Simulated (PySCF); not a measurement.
MeSiCl2(SeBu), C₅H₁₂Cl₂SeSi.
Numbering: `[CH3:1][CH2:2][CH2:3][CH2:4][Se:5][Si:6]([CH3:7])([Cl:8])[Cl:9]` (hydrogens: H10, H11, H12 on C1; H13, H14 on C2; H15, H16 on C3; H17, H18 on C4; H19, H20, H21 on C7)

Geometry (PBE0-D3(BJ)/def2-SVP, Å), atoms numbered from 1 in this order:
```
atom  x, y, z in Å
C1    -2.891   -0.159    1.109
C2    -1.974    0.541    0.121
C3    -1.260   -0.430   -0.806
C4    -0.311    0.199   -1.809
Se5    1.126    1.331   -1.061
Si6    2.132   -0.204    0.246
C7     3.831    0.368    0.720
Cl8    1.068   -0.571    1.991
Cl9    2.236   -2.021   -0.747
H10   -3.404    0.562    1.763
H11   -3.665   -0.752    0.596
H12   -2.320   -0.845    1.755
H13   -2.548    1.267   -0.483
H14   -1.219    1.129    0.668
H15   -0.719   -1.182   -0.207
H16   -2.007   -1.002   -1.389
H17    0.185   -0.563   -2.425
H18   -0.838    0.893   -2.483
H19    4.275   -0.338    1.437
H20    3.777    1.359    1.195
H21    4.476    0.430   -0.170
```

Computed with PBE0-D3(BJ)/def2-SVP geometry optimisation, gas phase in PySCF.

Masses are those of the commonest isotopes; rigid-rotor values at the optimised geometry. The values belong to one conformer with, in the numbering `[CH3:1][CH2:2][CH2:3][CH2:4][Se:5][Si:6]([CH3:7])([Cl:8])[Cl:9]`, C1–C2–C3–C4 -179°, C2–C3–C4–Se5 57°, C3–C4–Se5–Si6 59°, C4–Se5–Si6–C7 163°.

(1) Give the principal moments of inertia and the rotational constants in cm⁻¹.

(2) Classify the top.

(3) What does the inertial defect say?

(4) Which lines would a microwave search look for?

(5) Estimate the classical rotational partition function at 10 K, 50 K and 500 K.

Answers

(1) Ia = 638.06, Ib = 905.47, Ic = 1100.91 u·Å²; 505379 MHz·u·Å²/I gives 792.1, 558.1 and 459.1 MHz, that is A = 0.02642, B = 0.01862, C = 0.01531 cm⁻¹.

(2) An asymmetric top: κ = (2 × 558.1 − 792.1 − 459.1)/(792.1 − 459.1) ≈ -0.40.

(3) Not planar: Δ = Ic − Ia − Ib = -442.63 u·Å². For a rigid frame Δ = −2 Σ m c², so Σ m c² = 221.31 u·Å² lies off the ab plane: 20.39 from hydrogen and 200.93 from heavier atoms. The atom farthest from that plane is 2.22 Å away.

(4) The dipole components are |μa| = 0.14 D, |μb| = 0.82 D, |μc| = 0.09 D. The squared components, which scale the intensities, stand as 0.03 : 1.00 : 0.01 (a : b : c). Some lines, for components of 0.1 D or more:

```
type  branch         J(Ka,Kc)   MHz  lower level (cm⁻¹)
   b       Q  1(1,0) ← 1(0,1)   333               0.034
   b       Q  2(1,1) ← 2(0,2)   457               0.101
   b       Q  2(2,0) ← 2(1,1)   727               0.116
   a       Q  4(1,3) ← 4(1,4)   962               0.330
   b       Q  2(2,1) ← 2(1,2)   999               0.106
   b       R  2(1,2) ← 1(0,1)  2169               0.034
   b       R  3(0,3) ← 2(1,2)  2799               0.106
   b       R  2(2,1) ← 1(1,0)  2835               0.045
   a       R  3(2,1) ← 2(2,0)  3144               0.140
   b       R  3(2,2) ← 2(1,1)  3753               0.116
   a       R  4(1,4) ← 3(1,3)  3830               0.203
   b       R  4(1,4) ← 3(0,3)  3920               0.200
   a       R  4(3,2) ← 3(3,1)  4109               0.289
   b       R  3(2,1) ← 2(1,2)  4168               0.106
   a       R  4(2,2) ← 3(2,1)  4240               0.245
   b       R  3(3,0) ← 2(2,1)  4487               0.140
   b       R  4(2,3) ← 3(1,2)  4620               0.222
   b       R  4(4,0) ← 3(3,1)  6059               0.289
```

(5) Point group C1, symmetry number σ = 1; q = (√π/σ)·√((kT/h)³/(ABC)), k/h = 20836.6 MHz/K: 11800 at 10 K, 132000 at 50 K, 4180000 at 500 K.

No PBE0-D3(BJ)/def2-SVP frequencies stand behind this structure, so it isn't proved a minimum. No vibrational averaging or centrifugal distortion is included, and the geometry carries the error of its method. A rigid rotor knows nothing of internal rotation, which can split or shift real lines. Quadrupole hyperfine structure (35Cl) is left out.
